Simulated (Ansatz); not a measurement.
The same redistribution along the group B, Al, Ga, In.

Calculated with Ansatz (gas phase, PBE0-D4/def2-TZVP geometries, no zero-point term in ΔE). CCSD(T)/CBS is the MP2 limit (def2-TZVPP, def2-QZVPP) plus CCSD(T) − MP2 in def2-TZVPP, frozen cores. This one scheme is used for every species. Functionals use def2-TZVPP. def2 core potentials past Kr. For Br, Ga, In, Sn outer-core shells are correlated without core-valence functions, which leaves a few kJ/mol of doubt a bond. Scalar relativity is left out up to krypton. Each species was taken in one conformer, which may not be the lowest.

```json
{"reaction": "`OB(O)O` + `[CH3][SnH]([F])[Br]` → `OB(O)Br` + `[CH3][SnH]([OH])[F]`", "r2SCAN-D4 (kcal/mol)": "31.7", "PBE0-D4 (kcal/mol)": "32.3", "ωB97M-V (kcal/mol)": "31.8", "HF/CBS(def2) (kcal/mol)": "37.2"}
{"reaction": "`[OH][Al]([OH])[OH]` + `[CH3][SnH]([F])[Br]` → `[OH][Al]([OH])[Br]` + `[CH3][SnH]([OH])[F]`", "r2SCAN-D4 (kcal/mol)": "13.2", "PBE0-D4 (kcal/mol)": "13.3", "ωB97M-V (kcal/mol)": "13.4", "HF/CBS(def2) (kcal/mol)": "15.0"}
{"reaction": "`[OH][Ga]([OH])[OH]` + `[CH3][SnH]([F])[Br]` → `[OH][Ga]([OH])[Br]` + `[CH3][SnH]([OH])[F]`", "r2SCAN-D4 (kcal/mol)": "2.5", "PBE0-D4 (kcal/mol)": "2.7", "ωB97M-V (kcal/mol)": "2.5", "HF/CBS(def2) (kcal/mol)": "3.3"}
{"reaction": "`[OH][In]([OH])[OH]` + `[CH3][SnH]([F])[Br]` → `[OH][In]([OH])[Br]` + `[CH3][SnH]([OH])[F]`", "r2SCAN-D4 (kcal/mol)": "-6.6", "PBE0-D4 (kcal/mol)": "-6.5", "ωB97M-V (kcal/mol)": "-6.6", "HF/CBS(def2) (kcal/mol)": "-8.5"}
```

Question: Give the CCSD(T)/CBS values in the same order. (An estimate is asked.)

Answer: Ansatz gave: 31.3, 13.5, 3.2, -6.0 kcal/mol.

Largest T1 diagnostic: 0.017, for `[OH][In]([OH])[OH]`.
